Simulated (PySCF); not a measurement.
## Radial density of Zn (zinc, neutral)

UHF, [Ar] 3d9 4s2 4p1, one real determinant (an excited configuration). Computed with PySCF 2.14 in aug-cc-pwCVDZ-PP with ECP10MDF, with a scalar-relativistic core potential. This is the valence pseudo-density: the core potential removes the inner electrons and smooths the orbitals near the nucleus.

| r (bohr) | 4πr²ρ (e/bohr) | 4πr²(ρα − ρβ) |
| --- | --- | --- |
| 0.00638 | 1.289e-05 | 0.0000 |
| 0.0107 | 3.628e-05 | 0.0000 |
| 0.0181 | 0.0001078 | 0.0000 |
| 0.0304 | 0.0004773 | 0.0000 |
| 0.0511 | 0.004992 | 0.0005 |
| 0.0859 | 0.06966 | 0.0074 |
| 0.145 | 0.6991 | 0.0740 |
| 0.243 | 4.459 | 0.4014 |
| 0.409 | 17.77 | 1.0972 |
| 0.688 | 22.45 | 1.1562 |
| 1.16 | 6.855 | 0.4379 |
| 1.95 | 1.770 | 0.3065 |
| 3.27 | 0.7713 | 0.2916 |
| 5.51 | 0.1050 | 0.0763 |
| 9.26 | 0.001802 | 0.0016 |

⟨L²⟩ = 7.97 against 12 for a pure F term, so this real determinant mixes terms. Energies and moments cover only the electrons outside the core potential.
